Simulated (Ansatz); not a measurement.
## A barrier at the coupled-cluster level

Start structure (BNH$_{4}$Cl$_{2}$, closed shell), relaxed at PBE0-D4/def2-TZVP:

B1  (0.148, -0.112, -0.760)
H2  (1.103, 0.492, -1.160)
Cl3  (0.388, -1.933, -0.818)
Cl4  (-1.421, 0.461, -1.524)
H5  (-0.172, 1.219, 0.948)
N6  (-0.021, 0.223, 0.811)
H7  (-0.828, -0.280, 1.175)
H8  (0.804, -0.070, 1.328)
(Å)

The step: BHCl₂ ([Cl][BH][Cl]) + NH₃ → BNH₂Cl₂ ([NH2][B]([Cl])[Cl]) + H₂; bonds formed: H2–H5; dative contacts that become bonds: B1–N6; bonds broken: B1–H2, H5–N6. Program: Ansatz 0.2.0. Basis: def2-TZVPP and def2-QZVPP. Cores are frozen in the correlated methods. Extrapolation: Hartree–Fock as exp(−7.88 √X), correlation as X^−2.97. Energies below are by CCSD(T) at an estimated basis limit (MP2 extrapolated from triple and quadruple zeta, plus CCSD(T) − MP2 in triple zeta).

(1) What are the electronic barrier and the energy of the step, from the start structure to the end structure? (An estimate is asked for; the value comes from the calculation.)

The T1 diagnostic stays at or below 0.011. The end structure is not quite a true minimum (one mode of 54i cm⁻¹).

Results:

(1) The calculation gives: Barrier 2.085 eV; step energy 0.132 eV (uphill); reverse barrier, their difference, 1.953 eV. Barrier and step energy count from the start structure, the reverse barrier from the end structure.

The saddle point: One imaginary mode of 1399i cm⁻¹.
```tsv
pair	start (Å)	saddle (Å)	end (Å)
B1–N6	1.62	1.54	1.38
H2–H5	2.57	0.99	0.75
B1–H2	1.20	1.38	3.21
H5–N6	1.02	1.39	3.73
```

Zero-point energy (harmonic, PBE0-D4): ZPE is 1.542 eV at the start and 1.344 eV at the saddle, so the barrier goes from 2.085 to 1.887 eV.

First-order rate constant out of the start structure at 898 K by transition-state theory, with harmonic vibrational free energies alone and no tunnelling: ΔA‡ = 1.928 eV, so k = (kB T/h) exp(−ΔA‡/kB T) ≈ 10^2 s⁻¹ (an order of magnitude at best: rotation, the number of equivalent paths and anharmonicity are left out).

The step is the kind of exchange with an N–H group that builds nitride films in atomic layer and chemical vapour deposition.

Labels in which every atom is bracketed show which atoms are joined, not bond orders.

For scale, one of the runs: CCSD(T)/def2-TZVPP, 202 basis functions, launched by `ansatz run in.yaml --threads 4 --pin off --events-out ev --progress --plain --max-ram 9574MiB`. Time: 39 s of wall clock on 4 CPU threads of an Arm Neoverse V2; the host was shared. Peak host memory: 2.4 GiB.
